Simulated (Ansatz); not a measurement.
`[BH2][SnH2][SiH2][SiH3]` + H₂ → `[BH2][SnH2][SiH3]` + SiH₄ at 500 K and 1 bar (hydrogenolysis of the Si–Si bond).

Isolated molecules relaxed with PBE0-D4/def2-TZVP in Ansatz; ΔE leaves out vibrations. CBS: MP2 limit from def2 TZ/QZ plus the TZ coupled-cluster correction, frozen cores. This one scheme is used for every species. Elements past krypton have def2 core potentials. For Sn outer-core shells are correlated without core-valence functions, which leaves a few kJ/mol of doubt a bond. One conformer a species, not always the lowest.

```json
{"species": "`[BH2][SnH2][SiH2][SiH3]`", "CCSD(T)/CBS energy (Eh)": "-822.33733", "H − E (kJ/mol)": "261.5", "S (J/(mol·K))": "518.1"}
{"species": "H₂", "CCSD(T)/CBS energy (Eh)": "-1.17544", "H − E (kJ/mol)": "41.0", "S (J/(mol·K))": "145.5"}
{"species": "`[BH2][SnH2][SiH3]`", "CCSD(T)/CBS energy (Eh)": "-532.05307", "H − E (kJ/mol)": "200.4", "S (J/(mol·K))": "430.3"}
{"species": "SiH₄", "CCSD(T)/CBS energy (Eh)": "-291.46306", "H − E (kJ/mol)": "102.4", "S (J/(mol·K))": "230.9"}
```

H − E and S are ideal-gas, rigid-rotor, harmonic terms from PBE0-D4/def2-TZVP, for one conformer and one mirror image of each species. The MP2-based limit puts H₂ 0.8 mEh under its directly extrapolated value; such offsets cancel only in part. 1 Eh = 2625.50 kJ/mol, R = 8.31446 J/(mol·K).

By hand: ΔE, ΔH, ΔS and ΔG.

ΔE = (-532.05307) + (-291.46306) − (-822.33733) − (-1.17544) = -0.00336 Eh = -8.8 kJ/mol. Δ(H − E) = 200.4 + 102.4 − 261.5 − 41.0 = 0.3, so ΔH = -8.5 kJ/mol. ΔS = 430.3 + 230.9 − 518.1 − 145.5 = -2.4 J/(mol·K). ΔG = -8.5 − 500 × (-2.4)/1000 = -7.3 kJ/mol.

By hand: the equilibrium constant, and the temperature at which ΔG would vanish if ΔH and ΔS stayed fixed.

log₁₀ K = −ΔG/(RT ln 10) = 0.8. ΔG = 0 at ΔH/ΔS = 3542 K, far beyond where these terms or the molecules hold.

The number of gas molecules stays the same, so ΔS is small and ΔH decides. A doubt of 5 kJ/mol in ΔE shifts log₁₀ K by 0.5 here. Other conformers and mirror images would add mixing entropy, several J/(mol·K) or more a flexible species. Modes under 60 cm⁻¹, often nearly free rotors, make the harmonic entropy too high. These are equilibria of isolated gas molecules and say nothing of rates. Largest T1 diagnostic: 0.014 (customary marks: 0.02 for closed shells, 0.045 for open ones).
